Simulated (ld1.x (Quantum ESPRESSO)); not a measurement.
## Before and after: PAW potential for rhodium (Rh)

rhodium, PAW, made with ld1.x (Quantum ESPRESSO) 7.5 (PBE, scalar-relativistic). Core [Ar] 3d10 4s2, reference 4p6 4d8 5s1 5p0. Waves: 5s (bound): rcut 2.75, rcutus 3.10 bohr; 5s channel at 1.8 Ry: rcut 2.75, rcutus 3.10 bohr; 4p (bound): rcut 1.70, rcutus 2.25 bohr; 5p (bound, empty): rcut 1.70, rcutus 2.25 bohr; 4d (bound): rcut 1.20, rcutus 1.35 bohr; 4d channel at 1.8 Ry: rcut 1.20, rcutus 1.35 bohr. Local part: all-electron potential smoothed inside 2.30 bohr (lloc = -1). Core correction: Bessel-smoothed model core inside 1.15 bohr. Augmentation charge: BG, radius 1.35 bohr.

All-electron outer shells of the reference configuration (PBE, scalar-relativistic, ld1.x):

```csv
shell,level (eV),outermost node (bohr),outermost maximum (bohr)
3d,-300.61,–,0.29
4s,-82.49,0.47,0.88
4p,-50.42,0.47,0.94
4d,-5.94,0.46,1.14
5s,-4.30,1.19,2.63
5p,-0.85,1.35,3.93
```

Change: augmentation BESSEL, radius 1.05 bohr.

Cutoffs: the cutoffs (Ry, on a coarse ladder) from which the occupation-weighted sum of valence levels, in a spherical-Bessel basis at the reference potential, stays within 10 and 1 mRy of its value at 400 Ry; they do not see the model core or the augmentation charge, which bear on the density cutoff. Errors are all-electron minus pseudo energies relative to the spin-unpolarised reference configuration.

Question: What does the change do?

Answer: The potential gets neither clearly harder nor softer (55 Ry and 100 Ry → 55 Ry and 100 Ry); of the 7 tests that both files solve, the error grows in 1 and shrinks in 5 by more than 15 % and 0.3 meV (median size 25.4 → 13.3 meV); neither file shows a bound ghost at the reference potential, the only one tested.

| quantity | base | changed |
| --- | --- | --- |
| cutoff, loose | 55 Ry | 55 Ry |
| cutoff, tight | 100 Ry | 100 Ry |
| bound ghosts | none | none |
| error for 4p6 4d8 5s0 5p0, meV [ΔE 7.46 eV] | +25 | +14 |
| error for 4p6 4d7 5s0 5p0, meV [ΔE 26.97 eV] | +20 | +5.3 |
| error for 4p6 4d6 5s0 5p0, meV [ΔE 59.48 eV] | -29 | -47 |
| error for 4p6 4d8.5 5s0.5 5p0, meV [ΔE -0.63 eV] | +7.4 | +3.6 |
| error for 4p6 4d7 5s1 5p1, meV [ΔE 6.62 eV] | -2.8 | -2.5 |
| error for 4p6 4d8 5s0 5p1, meV [ΔE 3.60 eV] | +25 | +13 |
| error for 4p5 4d8 5s1 5p0, meV [ΔE 56.63 eV] | +1327 | +189 |
| s: phases at 3.36 bohr within 0.05 rad from the reference energy up to (Ry; the scan ends near 5) | 2.2 | 2.2 |
| p: phases at 3.36 bohr within 0.05 rad from the reference energy up to (Ry; the scan ends near 5) | n/a | n/a |
| d: phases at 3.36 bohr within 0.05 rad from the reference energy up to (Ry; the scan ends near 5) | to the end of the scan | to the end of the scan |
| lowest overlap eigenvalue by channel | s 0.60, p 0.81, d 0.98 | s 0.60, p 0.81, d 0.98 |

Base: These tests converged, but a pseudo level misses the all-electron one widely, so the file describes the atom poorly there or has found another state: 4p5 4d8 5s1 5p0: 4p by 7.1 eV (a node warning on the way). ld1.x warns that Blöchl-style (BG) augmentation functions are not a good idea.
